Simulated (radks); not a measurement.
Task: These are the eigenvalues of the occupied orbitals of an atom or ion with whole-number occupations (hartree). All-electron calculation, scalar-relativistic Kohn-Sham, r2SCAN, spin-unpolarised, spherical densities, finite nucleus; meta-GGA in the generalised Kohn-Sham scheme; Fermi nuclear charge, rms radius of each element as measured or else 0.836 A^(1/3) + 0.57 fm. Program: a radial shooting solver on a logarithmic mesh with Libxc functionals.

| orbital | eigenvalue |
|---|---|
| 1s | -730.2228 |
| 2s | -103.7269 |
| 2p | -92.65361 |
| 3s | -17.99338 |
| 3p | -14.32888 |
| 3d | -8.38573 |
| 4s | -2.59189 |
| 4p | -1.60910 |
| 4d | -0.25510 |
| 5s | -0.21155 |
| 5p | -0.07512 |

Which element is it, and in what charge state? The configuration may be excited.

Result: Z = 42, molybdenum, charge 0: Mo in [Kr] 4d4 5s1 5p1. The list shows which subshells hold electrons but not how many an open one holds; the 1s level, -730.22 hartree, gives Z - s = 38.2 by -(Z - s)^2/2, which with screening and relativity narrows Z to a few neighbours, and the depths of the outer levels then fix element, charge and occupations together.
